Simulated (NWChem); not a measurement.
System: CH₂ClF; SMILES C(Cl)F

Here is an NWChem input.

```
start job
memory heap 200 mb stack 900 mb global 1100 mb
geometry units angstroms noautoz
  F      0.389191     1.505790     0.000000
  C     -0.571544     0.565043     0.000000
  Cl     0.131186    -1.062862     0.000000
  H     -1.185066     0.659826     0.907841
  H     -1.185066     0.659826    -0.907841
end
basis spherical
  * library def2-svpd
end
dft
  xc b3lyp
  iterations 150
end
tddft
  cis
  nroots 6
  notriplet
end
task tddft energy
```

Output (shortened):

```
             Northwest Computational Chemistry Package (NWChem) 7.3.0
             --------------------------------------------------------

 CS  symmetry detected

                             Geometry "geometry" -> ""
                             -------------------------

 Output coordinates in angstroms (scale by  1.889725989 to convert to a.u.)

  No.       Tag          Charge          X              Y              Z
 ---- ---------------- ---------- -------------- -------------- --------------
    1 F                    9.0000     0.37509751     1.50419626     0.00000000
    2 C                    6.0000    -0.57553147     0.55323822     0.00000000
    3 Cl                  17.0000     0.14455138    -1.06706572     0.00000000
    4 H                    1.0000    -1.19003113     0.64146078     0.90784100
    5 H                    1.0000    -1.19003113     0.64146078    -0.90784100

 Effective nuclear repulsion energy (a.u.)     101.5275868794

      Symmetry information
      --------------------

 Group name             Cs
 Group number              2
 Group order               2
 No. of unique centers     4

                                 NWChem DFT Module
                                 -----------------

 Summary of "ao basis" -> "ao basis" (spherical)
 ------------------------------------------------------------------------------
       Tag                 Description            Shells   Functions and Types
 ---------------- ------------------------------  ------  ---------------------
 F                         def2-svpd                 9       23   4s3p2d
 C                         def2-svpd                 8       20   4s2p2d
 Cl                        def2-svpd                11       27   5s4p2d
 H                         def2-svpd                 4        8   2s2p

      Symmetry analysis of basis
      --------------------------

        a'         57
        a"         29

[...]

                                NWChem TDDFT Module
                                -------------------

            General Information
            -------------------
           No. of orbitals :     172
            Alpha orbitals :      86
             Beta orbitals :      86
        Alpha frozen cores :       0
         Beta frozen cores :       0
     Alpha frozen virtuals :       0
      Beta frozen virtuals :       0
         Spin multiplicity :       1
    Number of AO functions :      86
        Use of symmetry is : off
      Symmetry adaption is : on
         Schwarz screening :  0.10D-07

              XC Information
              --------------
                  B3LYP Method XC Potential
              Hartree-Fock (Exact) Exchange   0.20
                 Slater Exchange Functional   0.80 local
             Becke 1988 Exchange Functional   0.72 non-local
       Lee-Yang-Parr Correlation Functional   0.81
           VWN I RPA Correlation Functional   0.19 local

             TDDFT Information
             -----------------
          Calculation type : Tamm-Dancoff TDDFT
         Wavefunction type : Restricted singlets
          No. of electrons :      34
           Alpha electrons :      17
            Beta electrons :      17
              No. of roots :       6
          Max subspacesize :    5200
            Max iterations :     100
               Target root :       1
           Target symmetry : none
      Symmetry restriction : off
                 Algorithm : Optimal
        Davidson threshold :  0.10D-03

    6 smallest eigenvalue differences (eV)
--------------------------------------------------------
  No. Spin  Occ  Vir  Irrep   E(Occ)    E(Vir)   E(Diff)
--------------------------------------------------------
    1    1   17   18 a"       -0.319    -0.002     8.622
    2    1   16   18 a'       -0.336    -0.002     9.093
    3    1   17   19 a"       -0.319     0.022     9.265
    4    1   16   19 a'       -0.336     0.022     9.736
    5    1   17   20 a"       -0.319     0.049    10.013
    6    1   17   21 a'       -0.319     0.053    10.117
--------------------------------------------------------

  Entering Davidson iterations
  Restricted singlet excited states

  Iter   NTrls   NConv    DeltaV     DeltaE      Time
  ----  ------  ------  ---------  ---------  ---------
    1      6       0     0.68E-01   0.10+100       10.2
    2     12       0     0.14E-01   0.53E-02        7.2
    3     18       0     0.56E-02   0.43E-03        8.9
    4     24       0     0.12E-02   0.49E-04       10.9
    5     30       2     0.52E-03   0.46E-05       10.8
    6     34       5     0.55E-03   0.12E-05        9.0
    7     35       5     0.16E-03   0.41E-06        4.9
    8     36       6     0.64E-04   0.36E-07        4.5
  ----  ------  ------  ---------  ---------  ---------
  Convergence criterion met

  Ground state a'       -599.123029467904 a.u.

  ----------------------------------------------------------------------------
  Root   1 singlet a"             0.270998572 a.u.                7.3742 eV
  ----------------------------------------------------------------------------
     Transition Moments    X  0.00000   Y -0.00000   Z -0.10094
     Dipole Oscillator Strength                    0.0018408925
     Electric Quadrupole                           0.0000000134
     Magnetic Dipole                               0.0000001068
     Total Oscillator Strength                     0.0018410126

[...]
```

Level: B3LYP/def2-SVPD, TDA. All runs use the structure optimised with PBE0/def2-SVP.
